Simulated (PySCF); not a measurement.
Planning an excited-state job on `CO/C=C(\C)C(F)=C=O`.

Method: TDDFT wB97X-D/def2-SVPD, vertical, gas phase, core orbitals frozen in the response (PySCF 2.14.0, density-fitted response routines). Geometry: GFN2-xTB. Work: 8 singlets by full TDDFT, 3 Tamm–Dancoff triplets, polarisability, density fitting. A driver script takes a list of jobs; this job's settings line and coordinates (Å) are shown.

Command:
```bash
OMP_NUM_THREADS=1 python probes_run.py task.json out
```

Input:
```
{"job": {"kind": "uv", "xc": "wB97X-D", "basis": "def2-SVPD", "nstates": 8, "ntriplets": 3}, "charge": 0, "multiplicity": 1}
C      2.873926    -0.447738     0.108114
O      1.668878     0.261361     0.272491
C      0.537724    -0.481317     0.137990
C     -0.684754     0.057911     0.228235
C     -0.928813     1.514438     0.487591
C     -1.859596    -0.788742     0.070777
F     -1.659004    -2.126268    -0.138823
C     -3.091932    -0.340570     0.112279
O     -4.163211     0.115396     0.159817
H      3.676047     0.273483     0.253806
H      2.950101    -0.876221    -0.896809
H      2.968303    -1.250814     0.846687
H      0.671554    -1.540182    -0.047168
H      0.024115     2.025096     0.582167
H     -1.494378     1.963123    -0.328578
H     -1.496559     1.649987     1.407498
```

Hardware: one thread of an Arm Neoverse V1, no GPU (shared host). PySCF's memory limit was set to 1280 MB.

The basis has 245 functions.

Task: What wall time should be expected on this hardware?

Result: About 57 s. The SCF took 15 cycles.

Task: Estimate the peak memory.

Result: About 1.1 GiB. Peak memory is the resident size of the whole Python process, interpreter and libraries included.

Task: At this speed, how long would 500 such jobs take on 96 cores, one job a core?

Result: 500/96 gives 6 rounds of 57 s, about 5.7 min of wall time and 7.9 core-hours, if the jobs don't slow each other.

Other jobs ran on the host; a repeat could differ by tens of per cent or more.

The run converged: HOMO -7.52 eV, LUMO -0.19 eV; lowest singlet 2.16 eV; lowest triplet 1.78 eV (Tamm–Dancoff); mean polarisability 87.0 au.
